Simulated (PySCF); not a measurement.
## P²⁺: excitation energy

P²⁺ [Ne] 3s2 3p1 (2P) → P²⁺ [Ne] 3s1 3p2, s spin flipped, as a difference of total energies. All numbers are calculated (PySCF 2.14, scalar relativity by spin-free X2C-1e, in dyall-acv3z (19s12p6d4f, 113 functions)). Correlated levels: valence: [Ne] frozen; virtual orbitals above 40 to 60 times the deepest correlated orbital energy dropped. The calculations carry no spin-orbit coupling.

```tsv
method	excitation energy (eV)
UHF	11.422
MP2 (valence)	10.576
SCS-MP2 (valence)	10.506
```

Problem. How much does correlation contribute at MP2 (valence)?

Solution. 10.576 − (11.422) = -0.846 eV, measured against UHF.

The upper determinant mixes two multiplicities, so it lies between the two terms.

The coupled-cluster amplitudes are large for the upper state (T1 above 0.03 or a double amplitude above 0.15), so a single reference is strained.
